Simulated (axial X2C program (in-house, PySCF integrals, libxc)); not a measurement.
**CoC: from the spin-free to the two-component result**

All values were computed with an in-house all-electron X2C program for linear molecules (integrals from PySCF). Spin-free means the one-electron spin-free X2C Hamiltonian; two-component (2c) means X2C with spin–orbit coupling and atomic mean-field two-electron Coulomb and Gaunt terms, so the difference of the two also holds small scalar two-electron terms. Basis: Co dyall-cv3z [9s10p6d3f2g], C dyall-v3z [7s6p2d1f] (cores contracted in-house); Gaussian nuclei, density fitting, unrestricted open shells. Masses: Co 58.933 u, C 12.000 u.

Spin-free state: M_S = 1/2, Λ = 2 (beyond evenly filled blocks: δ+α, δ+β, δ-α); fragments Co + C.

```json
{"level": "PBE0", "Re (Å)": "1.674", "ωe (cm⁻¹)": "686.6", "De (eV)": "3.247", "μ (D)": "-2.39"}
{"level": "TPSSh", "Re (Å)": "1.640", "ωe (cm⁻¹)": "759.3", "De (eV)": "3.776", "μ (D)": "-2.26"}
```

Dipoles are positive if C is the positive end.

Question: Within this multiplet, which Ω should lie lowest by the rule for regular and inverted multiplets?

Answer: The open δ shell holds three electrons, one hole, so the multiplet is inverted: Ω = Λ + 1/2 = 5/2. The PBE0 2c search agrees.

Two-component determinant lowest at the distance of the search:

Ω = 5/2 (⟨Sz⟩ = 0.50, ⟨Lz⟩ = 2.00 at PBE0); fragments Co + C.

| level | Re (Å) | ωe (cm⁻¹) | μ (D) |
| --- | --- | --- | --- |
| PBE0 | 1.675 | 686.1 | -2.39 |
| TPSSh | 1.640 | 758.9 | -2.26 |

Question: From the two tables, how do the constants change at the PBE0 level (2c against spin-free)?

Answer: At the PBE0 level Re is unchanged within 0.001 Å and ωe drops by 0.5 cm⁻¹.

One determinant describes the state; a PBE0 search over occupations chose it and may have missed a lower one. De is counted from the lowest determinant-based energies of the atoms at the same level, without counterpoise correction. De is not given where an atomic determinant may have missed its ground term or J level, or where the truncated virtual space spoils (T). Density functionals use the spin component along the axis (collinear). The functionals have no current-density term, which raises determinants with orbital currents, atoms included. The determinant is spin-polarised beyond a pure state at some levels (its spin-free form has ⟨S²⟩ too high), which makes Re and μ there less reliable.
